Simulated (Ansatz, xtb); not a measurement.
Conformers of C2H6FIn (SMILES C[CH2][InH][F]), B3LYP-D3(BJ)/def2-TZVP minima from an xTB search, which can miss the lowest.
Conformer 1 (charge 0, multiplicity 1):
```json
[
 {"atom": "C", "x (Å)": "-1.2651", "y (Å)": "0.2462", "z (Å)": "-0.3389"},
 {"atom": "C", "x (Å)": "-0.2859", "y (Å)": "-0.6033", "z (Å)": "0.4701"},
 {"atom": "In", "x (Å)": "1.7796", "y (Å)": "-0.0313", "z (Å)": "0.1662"},
 {"atom": "F", "x (Å)": "1.7787", "y (Å)": "1.6328", "z (Å)": "-0.9260"},
 {"atom": "H", "x (Å)": "-1.1680", "y (Å)": "1.3069", "z (Å)": "-0.1074"},
 {"atom": "H", "x (Å)": "-1.1009", "y (Å)": "0.1414", "z (Å)": "-1.4119"},
 {"atom": "H", "x (Å)": "-2.2973", "y (Å)": "-0.0501", "z (Å)": "-0.1309"},
 {"atom": "H", "x (Å)": "-0.3694", "y (Å)": "-1.6635", "z (Å)": "0.2234"},
 {"atom": "H", "x (Å)": "-0.4748", "y (Å)": "-0.5202", "z (Å)": "1.5427"},
 {"atom": "H", "x (Å)": "3.4030", "y (Å)": "-0.4590", "z (Å)": "0.5128"}
]
```

Frozen-core correlation. Filled d and f shells under p-block atoms count as core. CBS: X⁻³ extrapolation of the correlation energy, Hartree–Fock from the larger set. MP2 and its Hartree–Fock in def2-QZVPP are density fitted.

Run with Ansatz (Gaussian basis) for Hartree–Fock, density functionals and correlated methods; xtb for the GFN methods. Values without a source in brackets are computed. In def2 rows elements past Kr take small-core potentials, without spin–orbit coupling.

Electronic energies of 2 conformers above conformer 1 (kcal/mol):

```json
[
 {"level": "GFN2-xTB", "conformer 1": "0.00", "conformer 2": "0.07"},
 {"level": "PBE/def2-TZVPP", "conformer 1": "0.00", "conformer 2": "0.34"},
 {"level": "wB97M-V/def2-TZVPP", "conformer 1": "0.00", "conformer 2": "0.48"},
 {"level": "MP2/CBS(def2-TZVPP, def2-QZVPP) + ΔCCSD(T)/def2-TZVPP", "conformer 1": "0.00", "conformer 2": "0.32"}
]
```

Q: Give Boltzmann populations at 298.15 K for each level, counting each conformer once and leaving out zero-point, thermal and symmetry terms.

A: 
Weights exp(−E/RT) with RT = 0.5925 kcal/mol, divided by their sum:
- GFN2-xTB: 53 %, 47 %
- PBE/def2-TZVPP: 64 %, 36 %
- wB97M-V/def2-TZVPP: 69 %, 31 %
- MP2/CBS(def2-TZVPP, def2-QZVPP) + ΔCCSD(T)/def2-TZVPP: 63 %, 37 %
The share of conformer 1 runs from 53 to 69 % over these levels.

Ansatz is a first-principles code.
